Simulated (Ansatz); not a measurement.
Ansatz results at the PBE0-D4/def2-TZVP geometry: HOMO–LUMO gap (B3LYP/def2-TZVPP) 6.60 eV; HOMO energy (PBE/def2-TZVPP) -6.30 eV; size of the dipole moment (B3LYP/def2-TZVPP) 0.08 D.

Each molecule was computed in one conformer, which needn't be the lowest.

**Question.** Which molecule gave them?
A. `C=[CH][Sn]([CH]=C)([CH]=C)[CH]=C`
B. `[CH3][Sn]([F])([F])[C]#N`
C. `N#[C][Sn]([Cl])([Cl])[Cl]`
D. `[SH][Sn]([SH])([Cl])[Cl]`

**Answer.** A. The others give `[SH][Sn]([SH])([Cl])[Cl]`: 5.15, -6.99, 0.83; `N#[C][Sn]([Cl])([Cl])[Cl]`: 6.40, -8.54, 2.08; `[CH3][Sn]([F])([F])[C]#N`: 7.99, -8.56, 5.04.

B3LYP here is the variant with VWN-RPA as its local correlation; programs differ in this.
